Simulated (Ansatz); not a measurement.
H₇InNSbSi (`[NH2][Sb]([SiH3])[InH2]`), 11 atoms. Total charge 0; spin multiplicity 1. Correlated methods include outer-core shells of In, Sb, which these sets cover unevenly. Sb, In: def2 effective core potential. Hardware: A = 2 threads of an AMD EPYC 7R13 on a shared host; B = 2 threads of an AMD EPYC 7R13 on a shared host and a share of an NVIDIA H100 80 GB. Correlated methods freeze the cores. Open-shell runs search over several starts.

Task: Give the basis size and wall time and peak host memory of each of these runs in Ansatz. RKS PBE0-D4/def2-TZVP relaxation (51 steps) [B]; RKS ωB97M-V/def2-QZVPP energy [B]; UKS r2SCAN-D4/def2-TZVPP energy of the cation [B]; RKS PBE0-D4/def2-SVP energy [A]; UKS ωB97M-V/def2-TZVPP energy of the cation [B]; RHF-CCSD(T)/def2-TZVPP energy [B]; UHF-MP2/def2-QZVPP energy of the cation [B]; direct RPA on PBE orbitals/def2-TZVPP energy [B]; RKS PBE0-D4/def2-TZVP frequencies [B]; UHF-CCSD(T)/def2-TZVPP energy of the cation [B]; RKS PBE0-D4/def2-QZVPP energy [B]; RHF-MP2/def2-QZVPP energy [B]. (An estimate is asked.)

Result: Computed: Other jobs shared the machine, so times are rough.

| level | job | functions | wall time | peak host memory (GiB) |
| --- | --- | --- | --- | --- |
| RKS PBE0-D4/def2-SVP | energy [A] | 119 | 2.9 s | 0.34 |
| RHF-CCSD(T)/def2-TZVPP | energy [B] | 271 | 9 s | 0.85 |
| direct RPA on PBE orbitals/def2-TZVPP | energy [B] | 271 | 11 s | 1.3 |
| UKS ωB97M-V/def2-TZVPP | energy of the cation [B] | 271 | 12 s | 1.2 |
| RKS PBE0-D4/def2-QZVPP | energy [B] | 501 | 13 s | 1.1 |
| RKS ωB97M-V/def2-QZVPP | energy [B] | 501 | 14 s | 1.2 |
| RHF-MP2/def2-QZVPP | energy [B] | 501 | 15 s | 1.1 |
| UHF-MP2/def2-QZVPP | energy of the cation [B] | 501 | 15 s | 1.2 |
| UKS r2SCAN-D4/def2-TZVPP | energy of the cation [B] | 271 | 24 s | 1 |
| UHF-CCSD(T)/def2-TZVPP | energy of the cation [B] | 271 | 39 s | 1.4 |
| RKS PBE0-D4/def2-TZVP | frequencies [B] | 210 | 110 s | 0.9 |
| RKS PBE0-D4/def2-TZVP | relaxation (51 steps) [B] | 210 | 2 min | 0.9 |
